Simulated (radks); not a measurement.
Valence configurations of Sm III (all share [Xe]). All-electron calculation, Dirac Kohn-Sham, PBE, spin-unpolarised, spherical densities, finite nucleus; open shells fill j = l - 1/2 first; Fermi nuclear charge, rms radius 5.0819 fm. Program: a radial shooting solver on a logarithmic mesh with Libxc functionals. Energies are relative to 4f6; eigenvalues in eV.

valence          E (eV)  e(4f5/2)  e(5d3/2)  e(6p1/2)  e(6s1/2)
4f6               0.000   -15.801         -         -         -
4f5 5d1           4.051   -21.504   -15.271         -         -
4f4.5 5d1.5       7.772   -24.717   -16.032         -         -
4f5 6p1           8.972   -25.171         -   -12.393         -
4f4 5d2          12.771   -28.130   -16.790         -         -
4f4 5d1 6s1      14.688   -31.020   -18.731         -   -16.440
4f3.5 5d1.5 6p1  25.764   -35.645   -20.298   -13.031         -
4f4 6p2          26.087   -35.913         -   -14.227         -
4f3 5d3          26.978   -35.470   -18.284         -         -
4f2.5 5d1.5 6s2  44.063   -45.792   -23.292         -   -18.526

NIST lists [Xe] 4f6 as the ground configuration; this level of theory agrees among the configurations tried. The energies are those of spherical spin-averaged densities, not of single terms.
